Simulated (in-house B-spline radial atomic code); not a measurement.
Al II (Al+) is squeezed into an impenetrable sphere of radius R (the orbitals vanish at R). No spin polarisation. Caution: exact exchange at fractional occupations of open shells leaves self-interaction of up to several eV. Level of theory: non-relativistic B3LYP, spherical fractional occupations, point nucleus; calculated with a B-spline radial code for spherical atoms.

Energies in eV above the free ion in [Ne] 3s2:

```
R (bohr)  highest level (eV)   [Ne] 3s2  [Ne] 3s1 3p1  [Ne] 3s1 3d1  -dE/dV in [Ne] 3s2 (GPa)
    9.77               -15.6  0.0002017         6.795         13.17                  0.000342
    6.93               -15.6    0.03471         6.924         13.97                     0.108
    5.02               -14.7     0.8176         8.345         16.98                       4.4
     4.4               -13.6      2.148         10.25         19.79                      14.7
    3.85               -11.6      4.987         13.92          24.4                      44.2
    3.16               -5.56      14.44         25.04         36.53                       195
    2.58                7.47      36.91         49.57         60.33                       805
    2.28                21.4       62.3         76.05         84.44                      1870
    1.69                91.2      202.9         215.4         205.3                     13800
    1.31                 228      519.6         518.1         464.9                     71600
```

Task: Does [Ne] 3s1 3p1 fall below [Ne] 3s2 under compression?

Result: Yes, between R = 1.69 and 1.31 bohr the order changes (near 1.35 bohr by linear interpolation).

Task: Does [Ne] 3s1 3d1 fall below [Ne] 3s2 under compression?

Result: Yes, between R = 1.69 and 1.31 bohr the order changes (near 1.67 bohr by linear interpolation).

The highest level is first positive in the row R = 2.58 bohr, pushed up by confinement above the zero of the free ion's potential. Each configuration is held fixed and needn't be the lowest in the sphere.
